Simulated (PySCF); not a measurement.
Mg(F)(iPr) (C₃H₇FMg), SMILES C[CH](C)[Mg][F].

Geometry optimised at PBE-D3(BJ)/def2-SVP. The structure was generated by enumeration; whether it is a known compound was not checked. One conformer was computed; it need not be the lowest.

Two levels are set side by side: TDDFT-PBE/def2-SVPD (PySCF) and TDDFT-ωB97X/def2-SVPD (PySCF). Vertical, same geometry. The lowest singlet is HOMO→LUMO 97 % with PBE and HOMO→LUMO 93 % with the other functional; states are paired by order. Differences are taken from unrounded values.

```json
[
 {"quantity": "lowest singlet excitation (eV)", "TDDFT-ωB97X": "5.00"},
 {"quantity": "lowest triplet excitation (TDA) (eV)", "TDDFT-ωB97X": "4.30"},
 {"quantity": "first bright state (f over 0.05) (eV)", "TDDFT-ωB97X": "5.00"},
 {"quantity": "its oscillator strength", "TDDFT-ωB97X": "0.18"}
]
```

**Question.** What does TDDFT-PBE give, and how far is it from TDDFT-ωB97X? (An estimate is asked for; the answer gives what the named calculation found.)

**Answer.** 
```tsv
quantity	TDDFT-PBE	TDDFT-PBE minus TDDFT-ωB97X
lowest singlet excitation (eV)	4.33	-0.67
lowest triplet excitation (TDA) (eV)	3.41	-0.89
first bright state (f over 0.05) (eV)	4.33	-0.67
its oscillator strength	0.17	-0.02
```

Functionals without exact exchange tend to place singlet excitations lower, as here. Differences between two approximate levels are no errors against the true value.

Rough cost on one machine, each run with all the roots and properties that it gave: TDDFT-ωB97X against TDDFT-PBE about 8 times.
